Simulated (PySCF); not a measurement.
Gas-phase reaction: InH₃ + HI ⇌ InI + 2 H₂

Method: PySCF energies plus ideal-gas RRHO corrections (1 bar). † marks an energy on the PBE0/def2-TZVP geometry and frequencies; other levels use their own. CCSD(T) freezes the core. All species are closed-shell singlets. I, In: scalar-relativistic def2 core potential, no spin-orbit coupling. InH₃: computed as isolated molecules; such fragments, hydroxides, amides, oligomers or adducts are transient or little studied in the gas. CCSD(T) isn't extrapolated to the basis-set limit; its ΔH°(298 K) is -187.0 kJ in def2-SVP and -189.9 kJ in def2-TZVPP. The harmonic model lacks anharmonicity and excited electronic states, which grow with temperature; levels with a mode under 35 cm⁻¹ are left out.

```csv
level,"ΔE electronic, kJ","ΔH°(298 K), kJ","ΔS°(298 K), J/K","ΔG°(600 K), kJ"
BLYP/def2-TZVP†,-235,-231,93,-289
CCSD(T)/def2-TZVPP†,-194,-190,93,-247
HF/def2-TZVP†,-195,-191,93,-248
M06-2X/def2-TZVP†,-232,-228,93,-286
PBE/def2-SVP,-205,-200,93,-257
PBE/def2-TZVP†,-212,-208,93,-265
PBE0/def2-SVP†,-192,-188,93,-246
LDA/def2-TZVP†,-167,-163,93,-220
```
ΔH° is lowest at BLYP/def2-TZVP† and highest at LDA/def2-TZVP†. No reference value is set beside these.
